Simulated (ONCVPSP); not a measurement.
Pd (Z = 46): excitation energies, all-electron against ONCV

```
Element                 : Pd (Z = 46)
Generator               : ONCVPSP 4.0.1
Type                    : optimised norm-conserving Vanderbilt (ONCV)
Functional              : Wu-Cohen
Relativity              : scalar-relativistic
Frozen core             : [Ar] 3d10
Valence charge          : 18
Reference configuration : 4s2 4p6 4d9 (charge +1)
Partial waves           : 4s: rc 1.35 bohr, ncon 4, nbas 7, qcut 9.6 1/bohr, 2 projectors, debl 0.6 Ha; 4p: rc 1.15 bohr, ncon 5, nbas 9, qcut 6.8 1/bohr, 1 projector; 4d: rc 1.40 bohr, ncon 3, nbas 7, qcut 6.7 1/bohr, 1 projector; f scattering state at 0.29 Ha: rc 1.25 bohr, ncon 3, nbas 7, qcut 9.7 1/bohr, 3 projectors, debl 0.7 Ha
Local potential         : polynomial inside 0.90 bohr (lpopt 5, dvloc0 0 Ha)
Core correction         : polynomial model core, fcfact 0.5
```

In the s channel the program set the typed energies aside and used -3.552, 0.250 Ha.

Energies are relative to the spin-unpolarised reference configuration 4s2 4p6 4d9; without spin polarisation the order of configurations can differ from experiment.

(1) Give the all-electron excitation energy and the error of the potential for: 4s2 4p6 4d10; 4s2 4p6 4d8; 4s2 4p6 4d7; 4s2 4p6 4d6.

Levels in the configuration 4s2 4p6 4d6:

```json
{"level": "4s", "all-electron (eV)": "-143.065", "pseudo (eV)": "-142.983"}
{"level": "4p", "all-electron (eV)": "-108.137", "pseudo (eV)": "-108.076"}
{"level": "4d", "all-electron (eV)": "-57.265", "pseudo (eV)": "-57.214"}
```

Note: ghosts flagged at negative energy: f at -193.0 eV; GHOST(+) flagged for s at 165.7 eV. A true bound ghost makes a file unfit for plane-wave use.

## Answers

(1)

```tsv
valence configuration	charge	ΔE all-electron (eV)	error AE − PS (meV)
4s2 4p6 4d10	0	-9.120	+2.3
4s2 4p6 4d8	+2	20.829	-5.2
4s2 4p6 4d7	+3	55.195	-5.9
4s2 4p6 4d6	+4	104.542	+17
```
